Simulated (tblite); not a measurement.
A geometry optimisation, step by step.

Compound: C7H13ClSi.
Atom-mapped SMILES: `[Cl:1][Si@H:2]([CH2:3][CH:4]1[CH2:5][CH2:6]1)[CH:7]1[CH2:8][CH2:9]1` (hydrogens: H10 on Si2; H11, H12 on C3; H13 on C4; H14, H15 on C5; H16, H17 on C6; H18 on C7; H19, H20 on C8; H21, H22 on C9)

Computed with GFN2-xTB (tblite), gas phase: L-BFGS steps from a force-field or distance-geometry start until the largest atomic force falls under 0.01 eV/Å. 3 of its 48 geometries are shown.

Step 0: E = -758.7460 eV, largest atomic force 1.308 eV/Å
```
atom  x, y, z in Å  |  force x, y, z in eV/Å
Cl1     1.871   -2.429    1.684   -0.229   0.324  -0.177
Si2     0.889   -0.782    0.910    0.763   0.268   1.028
C3     -0.740   -1.340    0.199   -0.929  -0.235  -0.347
C4     -1.578   -0.244   -0.451   -0.491  -0.582   0.869
C5     -3.063   -0.456   -0.599    0.027   0.366  -0.527
C6     -2.553    0.561    0.372    0.225   0.033   0.298
C7      2.013    0.002   -0.377   -0.166   0.081   0.439
C8      1.914    1.483   -0.631    0.350  -0.075  -0.027
C9      3.118    0.921    0.076   -0.345   0.296  -0.180
H10     0.674    0.150    2.058    0.078  -0.255  -0.334
H11    -1.326   -1.832    0.987    0.047   0.118  -0.203
H12    -0.554   -2.103   -0.564   -0.040  -0.053   0.027
H13    -1.070    0.238   -1.256    0.167   0.349  -0.309
H14    -3.510   -1.357   -0.214    0.042  -0.029  -0.003
H15    -3.530   -0.082   -1.515    0.102  -0.224   0.342
H16    -2.664    0.345    1.443    0.197   0.094  -0.589
H17    -2.666    1.615    0.130   -0.029  -0.223   0.083
H18     2.216   -0.655   -1.217    0.161   0.283  -0.123
H19     2.039    1.828   -1.649   -0.010  -0.001   0.074
H20     1.228    2.093   -0.051    0.036  -0.260  -0.112
H21     4.049    0.901   -0.464    0.106  -0.042  -0.026
H22     3.232    1.164    1.129   -0.061  -0.234  -0.205
```

Step 24: E = -758.8425 eV, largest atomic force 0.040 eV/Å
```
atom  x, y, z in Å  |  force x, y, z in eV/Å
Cl1     1.822   -2.409    1.705    0.007   0.019   0.006
Si2     0.882   -0.771    0.952   -0.022   0.002   0.005
C3     -0.762   -1.367    0.190   -0.017  -0.009  -0.012
C4     -1.572   -0.269   -0.457    0.001   0.011   0.009
C5     -3.054   -0.438   -0.612    0.019  -0.010  -0.006
C6     -2.508    0.548    0.378   -0.007   0.004   0.001
C7      1.993    0.017   -0.350   -0.003  -0.008   0.001
C8      1.912    1.492   -0.638   -0.003  -0.003   0.003
C9      3.107    0.941    0.063   -0.001   0.001  -0.003
H10     0.663    0.167    2.056   -0.011  -0.015  -0.008
H11    -1.368   -1.842    0.964    0.006  -0.001   0.020
H12    -0.563   -2.144   -0.553    0.034   0.000  -0.022
H13    -1.050    0.247   -1.254   -0.002  -0.004   0.006
H14    -3.498   -1.345   -0.231   -0.017   0.012  -0.002
H15    -3.533   -0.064   -1.505    0.013   0.003   0.009
H16    -2.592    0.307    1.427    0.009   0.004   0.003
H17    -2.615    1.601    0.165    0.007   0.007  -0.002
H18     2.215   -0.603   -1.212    0.003   0.003  -0.010
H19     2.024    1.821   -1.661   -0.014  -0.008   0.003
H20     1.216    2.087   -0.067   -0.006  -0.007  -0.003
H21     4.041    0.885   -0.476    0.002   0.005   0.006
H22     3.228    1.159    1.113    0.004  -0.005  -0.004
```

Step 47: E = -758.8460 eV, largest atomic force 0.010 eV/Å
```
atom  x, y, z in Å  |  force x, y, z in eV/Å
Cl1     1.840   -2.362    1.776   -0.004  -0.009   0.001
Si2     0.866   -0.777    0.964    0.007   0.004   0.005
C3     -0.752   -1.400    0.171    0.000   0.002   0.000
C4     -1.552   -0.285   -0.461    0.003   0.004  -0.002
C5     -3.038   -0.410   -0.610    0.002  -0.001   0.003
C6     -2.459    0.550    0.387    0.008   0.004   0.002
C7      1.972    0.009   -0.344    0.000  -0.002   0.000
C8      1.877    1.482   -0.637   -0.004  -0.005   0.000
C9      3.082    0.944    0.056   -0.002  -0.006   0.000
H10     0.598    0.177    2.044    0.000  -0.002  -0.001
H11    -1.364   -1.897    0.925   -0.004   0.002  -0.001
H12    -0.528   -2.154   -0.588    0.004   0.003  -0.002
H13    -1.025    0.227   -1.257    0.004   0.001  -0.006
H14    -3.513   -1.304   -0.234   -0.002  -0.005  -0.002
H15    -3.506   -0.011   -1.496   -0.003  -0.005   0.003
H16    -2.542    0.299    1.434    0.001   0.004   0.003
H17    -2.535    1.608    0.187   -0.001   0.004  -0.002
H18     2.191   -0.613   -1.206    0.006   0.004  -0.001
H19     1.975    1.806   -1.663   -0.005  -0.001   0.000
H20     1.179    2.072   -0.063   -0.001   0.001   0.000
H21     4.012    0.893   -0.491    0.000   0.003  -0.001
H22     3.211    1.165    1.104   -0.006   0.001   0.000
```

**Question.** Summarise the path.

**Answer.** The energy falls by 0.1000 eV from step 0 to step 47; nine tenths of that is first reached at step 7. It falls at every step. The largest force goes from 1.308 to 0.010 eV/Å. Among the bonds Si2–C3 changes most, from 1.863 to 1.907 Å; the atoms move by 0.076 Å rms after alignment.

**Question.** Follow the three bonds and two angles with the largest change from start to end.

**Answer.** 
```json
{"step": "0", "E above end (eV)": "0.1000", "largest force (eV/Å)": "1.308", "Si2–C3 (Å)": "1.863", "Cl1–Si2 (Å)": "2.068", "Si2–H10 (Å)": "1.494", "C8–C7–H18 (°)": "118.5", "C9–C7–H18 (°)": "117.7"}
{"step": "2", "E above end (eV)": "0.0269", "largest force (eV/Å)": "0.288", "Si2–C3 (Å)": "1.907", "Cl1–Si2 (Å)": "2.042", "Si2–H10 (Å)": "1.463", "C8–C7–H18 (°)": "117.2", "C9–C7–H18 (°)": "116.7"}
{"step": "4", "E above end (eV)": "0.0152", "largest force (eV/Å)": "0.188", "Si2–C3 (Å)": "1.909", "Cl1–Si2 (Å)": "2.026", "Si2–H10 (Å)": "1.457", "C8–C7–H18 (°)": "116.0", "C9–C7–H18 (°)": "115.7"}
{"step": "6", "E above end (eV)": "0.0103", "largest force (eV/Å)": "0.116", "Si2–C3 (Å)": "1.903", "Cl1–Si2 (Å)": "2.028", "Si2–H10 (Å)": "1.464", "C8–C7–H18 (°)": "115.1", "C9–C7–H18 (°)": "115.0"}
{"step": "8", "E above end (eV)": "0.0083", "largest force (eV/Å)": "0.053", "Si2–C3 (Å)": "1.906", "Cl1–Si2 (Å)": "2.035", "Si2–H10 (Å)": "1.467", "C8–C7–H18 (°)": "114.9", "C9–C7–H18 (°)": "114.7"}
{"step": "10", "E above end (eV)": "0.0073", "largest force (eV/Å)": "0.050", "Si2–C3 (Å)": "1.909", "Cl1–Si2 (Å)": "2.036", "Si2–H10 (Å)": "1.466", "C8–C7–H18 (°)": "114.9", "C9–C7–H18 (°)": "114.7"}
{"step": "12", "E above end (eV)": "0.0067", "largest force (eV/Å)": "0.039", "Si2–C3 (Å)": "1.908", "Cl1–Si2 (Å)": "2.032", "Si2–H10 (Å)": "1.466", "C8–C7–H18 (°)": "114.9", "C9–C7–H18 (°)": "114.7"}
{"step": "14", "E above end (eV)": "0.0062", "largest force (eV/Å)": "0.040", "Si2–C3 (Å)": "1.906", "Cl1–Si2 (Å)": "2.030", "Si2–H10 (Å)": "1.466", "C8–C7–H18 (°)": "114.8", "C9–C7–H18 (°)": "114.6"}
{"step": "16", "E above end (eV)": "0.0056", "largest force (eV/Å)": "0.045", "Si2–C3 (Å)": "1.906", "Cl1–Si2 (Å)": "2.031", "Si2–H10 (Å)": "1.464", "C8–C7–H18 (°)": "114.7", "C9–C7–H18 (°)": "114.5"}
{"step": "18", "E above end (eV)": "0.0048", "largest force (eV/Å)": "0.052", "Si2–C3 (Å)": "1.907", "Cl1–Si2 (Å)": "2.033", "Si2–H10 (Å)": "1.463", "C8–C7–H18 (°)": "114.8", "C9–C7–H18 (°)": "114.5"}
{"step": "20", "E above end (eV)": "0.0043", "largest force (eV/Å)": "0.041", "Si2–C3 (Å)": "1.907", "Cl1–Si2 (Å)": "2.032", "Si2–H10 (Å)": "1.464", "C8–C7–H18 (°)": "114.9", "C9–C7–H18 (°)": "114.5"}
{"step": "22", "E above end (eV)": "0.0039", "largest force (eV/Å)": "0.036", "Si2–C3 (Å)": "1.907", "Cl1–Si2 (Å)": "2.032", "Si2–H10 (Å)": "1.466", "C8–C7–H18 (°)": "114.9", "C9–C7–H18 (°)": "114.6"}
{"step": "25", "E above end (eV)": "0.0034", "largest force (eV/Å)": "0.045", "Si2–C3 (Å)": "1.907", "Cl1–Si2 (Å)": "2.033", "Si2–H10 (Å)": "1.465", "C8–C7–H18 (°)": "114.8", "C9–C7–H18 (°)": "114.7"}
{"step": "27", "E above end (eV)": "0.0029", "largest force (eV/Å)": "0.050", "Si2–C3 (Å)": "1.907", "Cl1–Si2 (Å)": "2.033", "Si2–H10 (Å)": "1.465", "C8–C7–H18 (°)": "114.6", "C9–C7–H18 (°)": "114.7"}
{"step": "29", "E above end (eV)": "0.0026", "largest force (eV/Å)": "0.029", "Si2–C3 (Å)": "1.906", "Cl1–Si2 (Å)": "2.031", "Si2–H10 (Å)": "1.465", "C8–C7–H18 (°)": "114.6", "C9–C7–H18 (°)": "114.7"}
{"step": "31", "E above end (eV)": "0.0023", "largest force (eV/Å)": "0.036", "Si2–C3 (Å)": "1.905", "Cl1–Si2 (Å)": "2.030", "Si2–H10 (Å)": "1.466", "C8–C7–H18 (°)": "114.6", "C9–C7–H18 (°)": "114.7"}
{"step": "33", "E above end (eV)": "0.0019", "largest force (eV/Å)": "0.043", "Si2–C3 (Å)": "1.906", "Cl1–Si2 (Å)": "2.031", "Si2–H10 (Å)": "1.465", "C8–C7–H18 (°)": "114.7", "C9–C7–H18 (°)": "114.7"}
{"step": "35", "E above end (eV)": "0.0014", "largest force (eV/Å)": "0.046", "Si2–C3 (Å)": "1.907", "Cl1–Si2 (Å)": "2.032", "Si2–H10 (Å)": "1.464", "C8–C7–H18 (°)": "114.7", "C9–C7–H18 (°)": "114.7"}
{"step": "37", "E above end (eV)": "0.0008", "largest force (eV/Å)": "0.039", "Si2–C3 (Å)": "1.906", "Cl1–Si2 (Å)": "2.032", "Si2–H10 (Å)": "1.464", "C8–C7–H18 (°)": "114.7", "C9–C7–H18 (°)": "114.7"}
{"step": "39", "E above end (eV)": "0.0004", "largest force (eV/Å)": "0.038", "Si2–C3 (Å)": "1.906", "Cl1–Si2 (Å)": "2.030", "Si2–H10 (Å)": "1.466", "C8–C7–H18 (°)": "114.7", "C9–C7–H18 (°)": "114.6"}
{"step": "41", "E above end (eV)": "0.0002", "largest force (eV/Å)": "0.017", "Si2–C3 (Å)": "1.907", "Cl1–Si2 (Å)": "2.031", "Si2–H10 (Å)": "1.466", "C8–C7–H18 (°)": "114.7", "C9–C7–H18 (°)": "114.6"}
{"step": "43", "E above end (eV)": "0.0001", "largest force (eV/Å)": "0.017", "Si2–C3 (Å)": "1.907", "Cl1–Si2 (Å)": "2.031", "Si2–H10 (Å)": "1.465", "C8–C7–H18 (°)": "114.7", "C9–C7–H18 (°)": "114.6"}
{"step": "45", "E above end (eV)": "0.0001", "largest force (eV/Å)": "0.016", "Si2–C3 (Å)": "1.907", "Cl1–Si2 (Å)": "2.031", "Si2–H10 (Å)": "1.465", "C8–C7–H18 (°)": "114.8", "C9–C7–H18 (°)": "114.7"}
{"step": "47", "E above end (eV)": "0.0000", "largest force (eV/Å)": "0.010", "Si2–C3 (Å)": "1.907", "Cl1–Si2 (Å)": "2.030", "Si2–H10 (Å)": "1.465", "C8–C7–H18 (°)": "114.8", "C9–C7–H18 (°)": "114.7"}
```

What follows is the cost of the whole relaxation. On one thread, Arm Neoverse N1 (aarch64) (shared host), this took 0.78 s wall.
